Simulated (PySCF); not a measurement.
Computed IR spectrum (relative IR intensity) of a molecule C3H12Si3. The structure is a stationary point at PBE-D3(BJ)/def2-SVP. The values are those of a single conformer. Computed with PBE-D3(BJ)/def2-SVP run with PySCF. Frequencies are harmonic and unscaled.

Lines under 2 % of the strongest are left out, and lines within 2 cm⁻¹ are merged.

| ν (cm⁻¹) | relative intensity |
|---|---|
| 326 | 4.1 |
| 435 | 3.9 |
| 503 | 2.2 |
| 639 | 6.8 |
| 671 | 52 |
| 678 | 76 |
| 716 | 15 |
| 801 | 4.4 |
| 834 | 89 |
| 861 | 49 |
| 882 | 3.4 |
| 903 | 6.2 |
| 907 | 32 |
| 954 | 2.5 |
| 1103 | 4.2 |
| 1162 | 3.2 |
| 1360 | 5.2 |
| 1380 | 2.1 |
| 2120 | 38 |
| 2130 | 67 |
| 2139 | 17 |
| 2144 | 19 |
| 2159 | 100 |
| 2968 | 17 |
| 2999 | 8.3 |
| 3022 | 12 |
| 3072 | 6.0 |

Task: Pick the molecule that these values belong to.
A) C=C([SiH3])[Si@H](C)[SiH3]
B) C[Si@@H]1C[SiH2]C[SiH2]1
C) [SiH3][SiH2][SiH]1CCC1
D) C[Si@@H]([SiH3])/C=C\[SiH3]

Result: C, [SiH3][SiH2][SiH]1CCC1
